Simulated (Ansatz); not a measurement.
`CBS[SiH2]C` + H₂ → `CBS[SiH3]` + CH₄ at 600 K and 1 bar (hydrogenolysis of the Si–C bond).

Program: Ansatz. Geometries: PBE0-D4/def2-TZVP. ΔE: electronic, gas phase. CCSD(T)/CBS is the MP2 limit (def2-TZVPP, def2-QZVPP) plus CCSD(T) − MP2 in def2-TZVPP, frozen cores. This one scheme is used for every species. Each species was taken in one conformer, which may not be the lowest.

```csv
species,CCSD(T)/CBS energy (Eh),H − E (kJ/mol),S (J/(mol·K))
`CBS[SiH2]C`,-793.23951,353.7,498.1
H₂,-1.17544,43.9,150.8
`CBS[SiH3]`,-753.96029,262.9,441.2
CH₄,-40.46206,140.4,215.7
```

H − E and S are ideal-gas, rigid-rotor, harmonic terms from PBE0-D4/def2-TZVP, for one conformer and one mirror image of each species. For small species the MP2-based limit differs from directly extrapolated CCSD(T) by up to some mEh (0.8 for H₂); such offsets cancel only in part. 1 Eh = 2625.50 kJ/mol, R = 8.31446 J/(mol·K).

Task: By hand: ΔE, ΔH, ΔS and ΔG.

Result: ΔE = (-753.96029) + (-40.46206) − (-793.23951) − (-1.17544) = -0.00740 Eh = -19.4 kJ/mol. Δ(H − E) = 262.9 + 140.4 − 353.7 − 43.9 = 5.7, so ΔH = -13.7 kJ/mol. ΔS = 441.2 + 215.7 − 498.1 − 150.8 = 8.0 J/(mol·K). ΔG = -13.7 − 600 × (8.0)/1000 = -18.5 kJ/mol.

Task: By hand: the equilibrium constant, and the temperature at which ΔG would vanish if ΔH and ΔS stayed fixed.

Result: log₁₀ K = −ΔG/(RT ln 10) = 1.6. ΔH and −TΔS have one sign here, so there is no such temperature.

TΔS isn't small against ΔH here. A doubt of 5 kJ/mol in ΔE shifts log₁₀ K by 0.4 here. Other conformers and mirror images would add mixing entropy, several J/(mol·K) or more a flexible species. Modes under 60 cm⁻¹, often nearly free rotors, make the harmonic entropy too high. These are equilibria of isolated gas molecules and say nothing of rates. Largest T1 diagnostic: 0.013 (customary marks: 0.02 for closed shells, 0.045 for open ones).

ΔS is within the doubt of such terms, so its sign, and with it that verdict, could turn.
